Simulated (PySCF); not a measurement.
## Spin-rotation constants: `C#[C][Ga]1[O][CH2][GeH2][O]1`, C$_{3}$H$_{5}$GaGeO$_{2}$

Geometry:
| atom | x (Å) | y (Å) | z (Å) |
| --- | --- | --- | --- |
| C1 | 3.959 | 0.735 | -0.079 |
| C2 | 2.780 | 0.515 | 0.023 |
| Ga3 | 0.883 | 0.176 | 0.203 |
| O4 | 0.061 | -1.372 | 0.582 |
| C5 | -1.338 | -1.332 | 0.647 |
| Ge6 | -2.021 | 0.557 | 0.283 |
| O7 | -0.454 | 1.346 | 0.030 |
| H8 | 4.993 | 0.923 | -0.170 |
| H9 | -1.758 | -2.027 | -0.091 |
| H10 | -1.666 | -1.654 | 1.644 |
| H11 | -2.653 | 1.318 | 1.431 |
| H12 | -2.785 | 0.815 | -1.000 |

Computed, not measured: GIAO PBE0/pcSseg-1 magnetisability, rotational g tensor and spin-rotation constants, non-relativistic, gas phase in PySCF. Geometry: GFN2-xTB.

The calculation is non-relativistic, which matters for the atoms heavier than Zn.

(1) Give the nuclear spin-rotation constants along the inertial axes (H = +C I·J) beside the isotropic shieldings.

(2) How do the rotational constants and the g tensor change when H8, H9, H10, H11, H12 are replaced by deuterium?

Answers

(1) Rotational constants 4.1178, 0.7128, 0.6146 GHz. A star marks the isotopologue with that one atom substituted, in its own axes.
| atom | isotope | Caa (kHz) | Cbb (kHz) | Ccc (kHz) | mean (kHz) | σ (ppm) |
| --- | --- | --- | --- | --- | --- | --- |
| Ga3 | 69Ga | 5.748 | 1.167 | 1.269 | 2.728 | 1477.2 |
| H8 | 1H | 0.020 | -0.079 | -0.069 | -0.043 | 30.0 |
| H9 | 1H | -0.404 | -0.034 | 0.003 | -0.145 | 27.3 |
| H10 | 1H | -0.403 | -0.034 | 0.003 | -0.145 | 27.3 |
| H11 | 1H | -0.247 | -0.047 | 0.000 | -0.098 | 26.3 |
| H12 | 1H | -0.248 | -0.047 | -0.001 | -0.098 | 26.3 |
| C1 | 13C* | 0.141 | 0.270 | 0.238 | 0.216 | 83.9 |
| C2 | 13C* | 0.048 | 0.246 | 0.221 | 0.171 | 104.5 |
| O4 | 17O* | -0.955 | -0.038 | -0.013 | -0.335 | 270.9 |
| C5 | 13C* | 0.530 | 0.171 | 0.145 | 0.282 | 128.4 |
| Ge6 | 73Ge* | -1.184 | -0.216 | -0.189 | -0.530 | 1354.3 |
| O7 | 17O* | -0.810 | -0.069 | 0.012 | -0.289 | 285.8 |

For the geometry as given, no vibrational averaging.

(2) Constants 3.6545, 0.6660, 0.5754 GHz; g -0.0313, -0.0052, -0.0033, against -0.0353, -0.0055, -0.0036 before.
